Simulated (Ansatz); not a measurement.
Vertical ionisation energy to the doublet of compounds of Br, in eV, species as SMILES. Terms: no spin-orbit coupling; no dispersion term unless named; each state is the SCF solution reached for its charge and spin; UHF or UKS for open shells; 6-31G* and kin with 6d, 5d where marked; non-relativistic. First-principles rows: single points at B3LYP-D3(BJ) geometries (Ansatz, a first-principles code). A UHF reference is markedly spin-contaminated in at least one set, which strains HF and MP2. The Hartree-Fock reference of Brc1ccco1, C=CB(Br)C=C is unstable towards a lower, spin-broken solution.

wB97M-V/def2-TZVPD (Ansatz) is a level with limits of its own, not a measurement.

The rows were drawn at random among computed neutral closed-shell members with both values; the withheld row is one of them. Species whose geometry shows other bonds than their SMILES are left out. No case is left out for the size of its miss. Left out are saddle points of the reference geometry, anions that the best level run finds unbound, excited spin states, species near biochemistry, 298 K rows of species without real B3LYP wavenumbers, cases with under five habitual levels, runs that failed or that the program found above a lower state of the same kind, table entries that another table contradicts, and a share of species set aside by lot. Sets whose x spans too little, or whose line has r² under 0.6, are not shown.

| case | HF/6-31G* (Ansatz) (x) | wB97M-V/def2-TZVPD (Ansatz) (y) |
|---|---|---|
| C[Si](C)(C)Br [bromo(trimethyl)silane] | 9.45 | 10.18 |
| Brc1ccco1 [2-bromofuran] | 7.54 | 8.71 |
| [Se](Br)Br | 8.75 | 9.21 |
| Br[Si](F)(Br)F [dibromo(difluoro)silane] | 11.07 | 11.50 |
| [Br][GeH2][Br] [dibromogermane] | 10.13 | 10.83 |
| Cl[Si](Br)(Br)Br | 10.71 | 11.00 |

Task: Fit y = a + b·x by least squares, and use it to estimate the value at wB97M-V/def2-TZVPD (Ansatz) for C=CB(Br)C=C [bromo-bis(ethenyl)borane], where HF/6-31G* (Ansatz) gives 8.81 eV.

Result: Means: x 9.6083, y 10.2383. Sums about the means: Sxx 8.6621, Sxy 7.0449. Slope b = Sxy/Sxx = 0.8133, intercept a = mean y - b·mean x = 2.424; the rows scatter about the line by 0.178 (root mean square), r² = 0.97. A constant shift, the mean of y - x, would give 9.44 eV. Prediction for C=CB(Br)C=C [bromo-bis(ethenyl)borane]: 9.59 eV. The value at wB97M-V/def2-TZVPD (Ansatz) is 10.18 eV, so the fit misses by -0.59 eV, against -1.37 eV without it. The fit is meant for species like these alone.
